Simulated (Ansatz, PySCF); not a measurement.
C2H9GeNZn (SMILES C[N](C)[Zn][GeH3]), singlet, at the geometry of the source list, atoms displaced at random by about 0.03 Å a coordinate. Base run: PBE0/STO-3G, gradient run with PySCF.

Input for PySCF:
```python
from pyscf import gto, scf, dft

mol = gto.Mole()
mol.atom = '''
    Zn   -0.632678    0.851853    0.047833
    N     0.538814   -0.519724   -0.388200
    C     1.928729   -0.489553   -0.104593
    C     0.362867   -1.408246   -1.555335
    H     2.352474   -1.514420    0.204397
    H     2.558307   -0.190976   -0.915984
    H     2.102697    0.192511    0.797906
    H     0.882812   -1.055627   -2.448750
    H     0.690136   -2.444455   -1.365987
    H    -0.696403   -1.455024   -1.865286
    Ge   -2.163189    1.787053    1.604057
    H    -2.504329    0.940994    2.791041
    H    -1.838229    3.130718    2.206569
    H    -3.555533    2.151922    1.063357
'''
mol.basis = 'sto-3g'
mol.charge = 0
mol.spin = 0
mol.verbose = 3
mol.build()

mf = dft.RKS(mol)
mf.xc = 'pbe0'
mf.kernel()
g = mf.nuc_grad_method()
grad = g.kernel()
```

Programs used: Ansatz (a quantum-chemistry and plane-wave program), PySCF; a row that names a program was run with it.

The coordinate followed is y of atom 2.

The base run was repeated with changes; each row names its change, and settings that it needs were set with it.

```
change                                                  dE/dx (Eh/bohr)  net force (Eh/bohr)
------------------------------------------------------  ---------------  -------------------
base                                                          -0.074653             0.000135
grids.level = 0; grid_response = on                           -0.075492             0.000000
conv_tol = 1e-4                                               -0.074618             0.000135
code = ansatz                                                 -0.074644             0.000000
grids.level = 5; grid_response = on                           -0.074633             0.000000
finite difference step (bohr) = 1e-5; conv_tol = 1e-11        -0.074628                    -
grids.level = 1; grid_response = on                           -0.074712             0.000000
conv_tol = 1e-11                                              -0.074654             0.000135
finite difference step (bohr) = 0.01; conv_tol = 1e-11        -0.074631                    -
finite difference step (bohr) = 1e-4; conv_tol = 1e-11        -0.074629                    -
finite difference step (bohr) = 1e-3; conv_tol = 1e-11        -0.074629                    -
conv_tol = 1e-6                                               -0.074702             0.000135
```

The net force is zero for an exact gradient.
